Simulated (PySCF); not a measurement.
An unknown is described by computed data only.

Formula: C9H12O.

- NMR, other nuclei: isotropic shieldings of nuclei other than C and H, by class: 205 (1 O) ppm [GIAO PBE0/pcSseg-1]
- 1H NMR: chemical shifts (computed TMS as zero) by class: 7.59 (2 H), 7.17 (1 H), 7.05 (2 H), 3.79 (2 H), 1.98 (2 H), 1.06 (3 H) ppm [GIAO PBE0/pcSseg-1]
- Rotational structure: rotational constants A, B, C: 4.476, 0.595, 0.531 GHz [GFN2-xTB]
- 13C NMR: chemical shifts (computed TMS as zero) by class: 166.1 (1 C), 134.9 (2 C), 125.1 (1 C), 118.3 (2 C), 72.3 (1 C), 27.4 (1 C), 11.4 (1 C) ppm [GIAO PBE0/pcSseg-1]
- Dipole: 1.45 D [PBE0/pcSseg-1]

Gas-phase values; electronic properties from PySCF, density fitting. Levels stand in brackets. Geometry: GFN2-xTB, one conformer, isolated molecule. Each NMR value is the plain mean over a class of atoms that symmetry, rotation or inversion makes alike.

Q: Propose a structure and show how it fits.

A: Numbering: `[CH3:1][CH2:2][CH2:3][O:4][c:5]1[cH:6][cH:7][cH:8][cH:9][cH:10]1`. Its formula, C9H12O, gives 4 degrees of unsaturation: 1 ring and 3 π bonds in the structure found (Kekulé form). 9 carbons fall into 7 classes; from least to most shielded: aromatic carbon bearing oxygen [C5] (166.1 ppm), aromatic CH carbon [C7/C9] (134.9 ppm, 2 C), aromatic CH carbon [C8] (125.1 ppm), aromatic CH carbon [C6/C10] (118.3 ppm, 2 C, up to 10.6 ppm apart in this geometry), chain sp3 carbon bound to oxygen [C3] (72.3 ppm), chain CH2 carbon [C2] (27.4 ppm), methyl carbon [C1] (11.4 ppm). Hydrogen classes from least to most shielded: 2 H on the meta carbons, C7/C9 (7.59 ppm), 1 H on the para carbon, C8 (7.17 ppm), 2 H on the ortho carbons, C6/C10 (7.05 ppm), 2 H on an sp3 carbon bound to oxygen, C3 (3.79 ppm), 2 H on a chain CH2 carbon, C2 (1.98 ppm), 3 H on a methyl carbon, C1 (1.06 ppm). The other shieldings belong to: 205 ppm, aryl ether oxygen [O4]. The optimised geometry has point group Cs and is an asymmetric top. Structure: `CCCOC1=CC=CC=C1`. Computed isomers that give other values at the same levels: `CC(C)Oc1ccccc1` (13C chemical shifts (computed TMS as zero) by class: 164.6 (1 C), 134.9 (2 C), 124.6 (1 C), 118.9 (2 C), 70.6 (1 C), 23.6 (2 C) ppm); `COC1=CC2(CC2)C(C)=C1` (13C chemical shifts (computed TMS as zero) by class: 169.0 (1 C), 154.5 (1 C), 130.9 (1 C), 107.5 (1 C), 57.3 (1 C), 37.6 (1 C), 15.7 (2 C), 14.2 (1 C) ppm); `CCc1ccc(OC)cc1` (13C chemical shifts (computed TMS as zero) by class: 165.0 (1 C), 142.4 (1 C), 134.2 (2 C), 118.1 (2 C), 55.6 (1 C), 34.3 (1 C), 22.7 (1 C) ppm). The assignments are read from this structure; whether some other isomer fits the data as well wasn't checked.

Shape of the structure used: `[CH3:1][CH2:2][CH2:3][O:4][c:5]1[cH:6][cH:7][cH:8][cH:9][cH:10]1`: C1–C2–C3–O4 180°, C2–C3–O4–C5 180°, C3–O4–C5–C6 180°.
